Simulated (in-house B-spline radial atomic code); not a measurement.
**Binding energies in Zr+**

NIST's tabulated ground configuration is [Kr] 4d2 5s1; each binding energy is the energy of the ion with one electron taken from that subshell, relaxed, less that of the parent. Computed with an all-electron radial atomic-structure program (B-spline basis): Dirac-Kohn-Sham LDA VWN5, spherical fractional occupations, Fermi nucleus of rms radius 4.2694 fm. Energies include first-order Breit, QED and recoil terms.

```json
{"subshell": "1s", "X-ray name": "K", "binding energy (eV)": "18013.5", "-ε (eV)": "17797.6", "relaxation (eV)": "-256.5"}
{"subshell": "2s", "X-ray name": "L1", "binding energy (eV)": "2511.2", "-ε (eV)": "2472.0", "relaxation (eV)": "-43.4"}
{"subshell": "2p1/2", "X-ray name": "L2", "binding energy (eV)": "2314.8", "-ε (eV)": "2265.2", "relaxation (eV)": "-53.6"}
{"subshell": "2p3/2", "X-ray name": "L3", "binding energy (eV)": "2228.4", "-ε (eV)": "2179.5", "relaxation (eV)": "-51.6"}
{"subshell": "3s", "X-ray name": "M1", "binding energy (eV)": "425.1", "-ε (eV)": "410.2", "relaxation (eV)": "-15.5"}
{"subshell": "3p1/2", "X-ray name": "M2", "binding energy (eV)": "348.3", "-ε (eV)": "333.1", "relaxation (eV)": "-15.6"}
{"subshell": "3p3/2", "X-ray name": "M3", "binding energy (eV)": "334.5", "-ε (eV)": "319.5", "relaxation (eV)": "-15.3"}
{"subshell": "3d3/2", "X-ray name": "M4", "binding energy (eV)": "198.9", "-ε (eV)": "183.1", "relaxation (eV)": "-15.9"}
{"subshell": "3d5/2", "X-ray name": "M5", "binding energy (eV)": "196.4", "-ε (eV)": "180.6", "relaxation (eV)": "-15.8"}
{"subshell": "4s", "X-ray name": "N1", "binding energy (eV)": "68.06", "-ε (eV)": "61.25", "relaxation (eV)": "-6.88"}
{"subshell": "4p1/2", "X-ray name": "N2", "binding energy (eV)": "46.85", "-ε (eV)": "40.48", "relaxation (eV)": "-6.42"}
{"subshell": "4p3/2", "X-ray name": "N3", "binding energy (eV)": "44.97", "-ε (eV)": "38.67", "relaxation (eV)": "-6.32"}
{"subshell": "4d", "X-ray name": "N4,5", "binding energy (eV)": "14.96", "-ε (eV)": "10.19", "relaxation (eV)": "-4.76"}
{"subshell": "5s", "X-ray name": "O1", "binding energy (eV)": "13.22", "-ε (eV)": "10.21", "relaxation (eV)": "-3.02"}
```

Relaxation = -ε minus the binding energy without Breit, QED and recoil terms. With a density functional, K lines can miss by some tenths of a per cent, more in light atoms. For a density functional the relaxation so defined is negative, because -ε of a Kohn-Sham level is smaller than the binding energy.

Emission lines follow as differences of binding energies, with λ = 12398.42 eV·Å / E:

| line | holes | energy (eV) | wavelength (Å) |
| --- | --- | --- | --- |
| K-L3 | 1s → 2p3/2 | 15785.1 | 0.78545 |
| K-L2 | 1s → 2p1/2 | 15698.7 | 0.78977 |
| K-M3 | 1s → 3p3/2 | 17679.0 | 0.70131 |
| L3-M5 | 2p3/2 → 3d5/2 | 2032.0 | 6.1016 |
| L2-M4 | 2p1/2 → 3d3/2 | 2115.9 | 5.8596 |
| L1-M3 | 2s → 3p3/2 | 2176.7 | 5.696 |
| L3-M1 | 2p3/2 → 3s | 1803.3 | 6.8754 |

Problem. What screening constant σ does Moseley's law, E = (3/4)·13.6057 eV·(Z - σ)², need for K-L3?

Solution. σ = 0.67.

Problem. What does it cost to remove two 3s electrons?

Solution. 882.72 eV, which is 32.55 eV more than the two single binding energies together.

Problem. What does it cost to remove both a 3p1/2 and a 3d5/2 electron?

Solution. 577.6 eV, which is 32.94 eV more than the two single binding energies together.

Problem. What does it cost to remove both a 2p3/2 and a 3p3/2 electron?

Solution. 2603 eV, which is 40.11 eV more than the two single binding energies together.
